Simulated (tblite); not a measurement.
C5H10OP2.
Bonds: C1–O2, O2–C3, C3–C4, C3–C5 (double), C5–P6 (double), P6–C7, C7–P8. Hydrogens: H9, H10, H11 on C1; H12, H13, H14 on C4; H15, H16 on C7; H17, H18 on P8.

The geometry is computed with GFN2-xTB (gas phase).

(1) Give the optimised bond lengths and angles.

## Answers

(1) 
```tsv
bond	length (Å)
C1–O2	1.405
O2–C3	1.370
C3–C4	1.505
C3=C5	1.314
C5=P6	1.632
P6–C7	1.894
C7–P8	1.857
C1–H9, C1–H10, C1–H11	1.093
C4–H12, C4–H13, C4–H14	1.089
C7–H15, C7–H16	1.095
P8–H17, P8–H18	1.396
```

Bonds in one row agree within 0.01 Å and their mean is given. A selection of angles:
```tsv
angle	degrees
O2–C1–H9	105.3
O2–C1–H10	112.0
H9–C1–H10	109.0
C1–O2–C3	119.2
O2–C3–C4	120.1
O2–C3–C5	119.3
C4–C3–C5	120.5
C3–C4–H12	111.1
C3–C4–H13	109.3
H12–C4–H13	108.8
C3–C5–P6	168.4
C5–P6–C7	101.1
P6–C7–P8	116.6
P6–C7–H15	109.3
P6–C7–H16	108.1
P8–C7–H15	107.8
H15–C7–H16	107.3
C7–P8–H17	95.5
H17–P8–H18	91.6
```

Dihedral angles: C1–O2–C3–C4 6° (synperiplanar); C5–P6–C7–P8 60° (synclinal). The mirror-image conformer, all signs reversed, is as good.

The 2 C–C bonds span 1.314 Å (C3=C5, drawn double) to 1.505 Å (C3–C4, drawn single), a spread of 0.191 Å. The 2 C–O bonds span 1.370 Å (O2–C3, drawn single) to 1.405 Å (C1–O2, drawn single), a spread of 0.035 Å. Of the pairs four or more bonds apart, C5···H17 is among the closest relative to their van der Waals radii: 2.69 Å, 93 % of the sum of Bondi's values. P8 (phosphine phosphorus) is pyramidal (angles 96.1°, 95.5° and 91.6°, sum 283.3°, 0.81 Å off the plane of its three neighbours). P6 (phosphorus bonded to 2 C) is bent (angle 101.1°). The 3 C–P bonds span 1.632 Å (C5=P6, drawn double) to 1.894 Å (P6–C7, drawn single), a spread of 0.262 Å.

Point group: C1 (no symmetry element, even within 0.4 Å). Its lowest GFN2-xTB frequency is 14 cm⁻¹, too small to tell a flat minimum from a shallow saddle. The numbers are those of one conformer (C1–O2–C3–C4 6°, C5–P6–C7–P8 60°, P6–C7–P8–H -50° and 43°). 3 starts were optimised and ended at 0.00, 0.01 and 1.01 kcal/mol (GFN2-xTB); the lowest of these is shown.
